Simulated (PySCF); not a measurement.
Species: perfluoropropane, C3F8.
InChI=1S/C3F8/c4-1(5,2(6,7)8)3(9,10)11

Torsions of this conformer, `[F:1][C:2]([F:3])([F:4])[C:5]([F:6])([F:7])[C:8]([F:9])([F:10])[F:11]`: F1–C2–C5–F6 178°, C2–C5–C8–F9 60°.

The closed-shell ground state was solved at several levels (PySCF, density fitting, gas phase, non-relativistic). Isolated species at its PBE0-D3(BJ)/def2-TZVP geometry, gas phase.

```
         level  basis functions  HOMO (eV)  LUMO (eV)  gap (eV)  dipole (D)
B97-2/pcSseg-2              396     -10.60       0.98     11.58        0.14
  KT3/pcSseg-2              396      -9.24      -0.23      9.01        0.12
 PBE0/pcSseg-2              396     -10.91       1.02     11.93        0.14
```

Estimate the row for wB97X-D/pcSseg-2, a basis of 396 functions; the other rows only guide the guess.

HOMO -12.83 eV, LUMO 3.01 eV, gap 15.84 eV, dipole 0.15 D.

Over all these levels, which gives the widest orbital gap and which the narrowest?

wB97X-D/pcSseg-2 (range-separated hybrid) has the widest, 15.84 eV, and KT3/pcSseg-2 (GGA) the narrowest, 9.01 eV. From the narrowest to the widest the HOMO moves by -3.59 eV and the LUMO by +3.24 eV.

In the pcSseg-2 basis, how does the gap go with the fixed share of exact exchange?

KT3 (0 %) 9.01 eV; B97-2 (21 %) 11.58 eV; PBE0 (25 %) 11.93 eV. Each rise in the share widens the gap here.

How far do the dipole and the HOMO energy spread over the levels?

The dipole runs from 0.12 to 0.15 D (mean 0.14 D) and the HOMO from -12.83 to -9.24 eV.
